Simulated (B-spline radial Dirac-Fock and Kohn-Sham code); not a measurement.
## Kohn-Sham estimates against Dirac-Fock for the levels of Hf

System: neutral hafnium, configuration 1s2 2s2 2p6 3s2 3p6 3d10 4s2 4p6 4d10 4f14 5s2 5p6 5d4 (not the ground configuration).

The density-functional columns are spherical, spin-unpolarised Dirac-Kohn-Sham results without Breit or QED terms: −ε is minus the orbital energy of the initial state and ΔSCF the difference of two total energies. The reference in the last column comes from multi-electron Dirac-Fock with separately optimised hole states, Breit and Lamb-shift corrections added in first order. All numbers are from a radial B-spline solver, in eV; a selection of levels is shown. The Kohn-Sham columns are given as differences from the reference. For the 1s level of heavy atoms much of the gap between ΔSCF and the reference is the Breit and QED part, -318.6 eV here; for other levels the error of the functional can be larger.

```
level  LDA −ε − DF  LDA ΔSCF − DF  Dirac-Fock
   1s       -222.4         +307.5     65342.5
   2s       -150.7          -57.7     11280.3
2p1/2       -105.4          +15.4     10740.9
2p3/2       -117.4          -13.3      9562.5
   3s        -74.2          -50.6      2607.7
3p1/2        -57.3          -31.6      2370.7
3p3/2        -56.5          -33.4      2114.8
3d3/2        -35.3           -6.6      1718.7
3d5/2        -36.3           -8.7      1664.1
   4s        -36.6          -27.5       544.5
4p1/2        -29.3          -20.3       446.9
4p3/2        -29.5          -20.9       388.5
4d3/2        -17.9           -9.6       228.1
4d5/2        -18.0           -9.7       217.4
4f5/2         -2.4           +4.8       18.05
4f7/2         -2.5           +4.6       16.40
   5s         -7.4           -2.5       72.02
5p1/2         -3.4           +1.2       42.52
5p3/2         -3.6           +0.7       34.96
   5d         -1.1           +1.9        2.86
```

Values without a named source are computed, but for edge energies of neutral atoms, which are taken from tables.
